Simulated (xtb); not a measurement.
C₃H₉N, charge +1, doublet, geometry from GFN2-xTB (a state made from the parent by changing its charge; the spin is typed, not shown lowest). Base run: GFN2-xTB (xtb).

Geometry (Å):
```xyz
13

C     -1.8776    -0.0297     0.2989
C     -0.5453    -0.4304    -0.2878
N      0.5394     0.3137     0.1956
C      1.8742     0.1418    -0.2082
H     -2.1107     1.0107     0.0763
H     -2.6686    -0.6477    -0.1159
H     -1.8872    -0.1512     1.3811
H     -0.3566    -1.5078    -0.1139
H     -0.5720    -0.3642    -1.3925
H      0.3471     1.0301     0.8892
H      2.2819     1.0789    -0.6136
H      1.9666    -0.6484    -0.9518
H      2.5158    -0.0868     0.6547
```
Charge +1, spin multiplicity 2.
All else is at xtb's defaults.
Base energy -13.44874 Eh.

Each row names what was changed in the base input (with any setting that the change needs).

```
change         ΔE vs base (mEh)  G_solv (kcal/mol)  SCF cycles
-------------  ----------------  -----------------  ----------
base                      0.000                  -          10
file = coord              0.000                  -          10
acc = 0.0001              0.000                  -          17
acc = 0.1                 0.000                  -          12
etemp = 1000             -0.002                  -          10
alpb = dmf              -88.534             -56.07          10
etemp = 10000           -33.627                  -          10
alpb = cs2              -60.908             -38.38          10
alpb = water            -95.219             -60.61          10
```

ALPB and GBSA are two models with their own fitted parameters for each solvent, which aren't always the measured dielectric constant.
